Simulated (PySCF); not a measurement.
Computed with CAM-B3LYP-D3(BJ)/def2-TZVP run with PySCF. Gas-phase values, no solvent. One relaxed conformer stands for a flexible species; it need not be the lowest. Excitations are Tamm–Dancoff values on a coarser integration grid. The basis has no diffuse functions, so Rydberg states are missing or too high.

Reference species (SMILES): `BB1C=C1` (neutral, multiplicity 1).

- S1–T1 gap (TDA) = 0.71 eV
- brightest of the four lowest singlets (TDA) = 6.08 eV

Changed species: `B1C=C1B`.

Problem. Give the shifts of the S1–T1 gap (TDA) and brightest of the four lowest singlets (TDA).

Solution. the S1–T1 gap (TDA) rises by 0.11 eV, to 0.82 eV; the brightest of the four lowest singlets (TDA) falls by 0.23 eV, to 5.85 eV.
